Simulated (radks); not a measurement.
The numbers below are computed, except where a source is named.
He I, configuration 1s(up 1, down 1).

Code: a radial shooting solver on a logarithmic mesh with Libxc functionals. Model: non-relativistic Kohn-Sham, LDA (Slater exchange, Perdew-Wang correlation), spin-polarised, spherical densities, point nucleus.

Energy parts (hartree):
total: -2.83446
kinetic: 2.76739
electron-nucleus: -6.62488
Hartree: 1.99586
exchange-correlation: -0.97282

Orbitals (lengths in bohr, moments of r in powers of bohr; <r^-3> diverges for s and p1/2):
orbital  occ.  eigenvalue (hartree)  <1/r>  <r^-3>
1s          2              -0.57026  1.656       -

The highest occupied level is 1s at -15.517 eV. For comparison, the ionisation energy in NIST's Atomic Spectra Database is 24.587 eV (measured). In exact Kohn-Sham theory the highest level is minus the ionisation energy, but local and semilocal functionals leave it too shallow, through self-interaction and a potential that decays too fast; potentials with the right tail come closer. Virial ratio -V/T = 2.02423.
